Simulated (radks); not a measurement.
Problem. Spherical quantum dot in the effective-mass picture: electrons in a parabolic well V = omega^2 r^2 / 2 with omega = 0.188, all in effective atomic units (hartree* = m*/eps^2 hartree, bohr* = eps/m* bohr), one dielectric constant everywhere. Method: non-relativistic Kohn-Sham, LDA (Slater exchange, Perdew-Wang correlation), spin-polarised, spherical densities; computed with a radial shooting solver with Libxc functionals. Levels are named by radial order and angular momentum (1s, 1p, 1d, 2s, ...), and open shells are averaged over m. At N = 1 the configuration is 1s(up 1, down 0). Does electron 2 go into 1s down or 1p up?

Solution. Into 1s down. The total energies of the other choices lie higher by 0.114 hartree* (1p up).
